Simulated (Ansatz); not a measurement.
CH4BFOS (`COB(F)S`) from Hartree–Fock to CCSD(T)

```tsv
atom	x (Å)	y (Å)	z (Å)
C1	-0.347	0.347	1.095
O2	-0.846	-0.490	0.078
B3	-0.234	-0.712	-1.097
F4	-0.843	-1.532	-1.946
S5	1.347	-0.019	-1.673
H6	0.619	-0.010	1.463
H7	-1.063	0.328	1.916
H8	-0.243	1.378	0.743
H9	1.610	0.710	-0.578
```

The species carries charge 0 and has multiplicity 1. The structure was optimised at the PBE0-D4/def2-TZVP level. It is one conformer, not always the lowest. Frozen core, restricted reference, the Gaussian-basis code of Ansatz. CBS rows extrapolate triple and quadruple zeta; past MP2 they add the triple-zeta difference.

```
     basis     HF (Eh)  MP2 corr.  CCSD corr.       (T)  CCSD(T) total
  def2-SVP  -636.54003   -0.71984           ?  -0.01882              ?
def2-TZVPP           ?          ?    -0.96249  -0.03626              ?
def2-QZVPP  -636.98902   -1.00454           –         –              –
 CBS(def2)  -636.99210          ?    -1.09581     as TZ              ?
```

Question: Fill in the withheld values. (An estimate is asked.)

Answer: Computed: def2-SVP CCSD corr.: -0.76066; def2-SVP CCSD(T) total: -637.31951; def2-TZVPP HF (Eh): -636.96672; def2-TZVPP MP2 corr.: -0.92796; def2-TZVPP CCSD(T) total: -637.96547; CBS(def2) MP2 corr.: -1.06127; CBS(def2) CCSD(T) total: -638.12417.
